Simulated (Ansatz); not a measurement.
Consider the formal exchange of groups at the Si–Si bond: `C=C[SiH2][SiH2]F` + `C[SiH](O)O` → `O[SiH](O)C[SiH2]F` + `C=C[SiH3]`.

Computed with Ansatz on PBE0-D4/def2-TZVP structures; ΔE is electronic, products minus reactants. CCSD(T)/CBS adds triple-zeta CCSD(T) − MP2 to the extrapolated MP2 energy (def2 sets, frozen cores). DFT in def2-TZVPP. B3LYP here is the variant with VWN-RPA as its local correlation; programs differ in this. One conformer a species, not always the lowest.

```json
{"level": "PBE-D4", "ΔE (kJ/mol)": "-16.5"}
{"level": "PBE0", "ΔE (kJ/mol)": "-18.8"}
{"level": "B3LYP", "ΔE (kJ/mol)": "-21.4"}
{"level": "MP2/def2-TZVPP", "ΔE (kJ/mol)": "-37.3"}
```

Task: What does CCSD(T)/CBS give? (Estimate.)

Result: Ansatz gave: -30.3 kJ/mol. The listed levels differ from it by 13.8, 11.5, 8.9, -7.0 kJ/mol.

Largest T1 diagnostic among the species: 0.012.

The D4 term adds −5.5 kJ/mol with B3LYP and −2.8 kJ/mol with PBE0; it sums over pairs of atoms, weighted by their polarisabilities, and B3LYP, whose exchange is more repulsive, gets the larger term. From PBE to PBE0 (25 % exact exchange), in def2-TZVPP and without D4, ΔE moves by −5.7 kJ/mol.
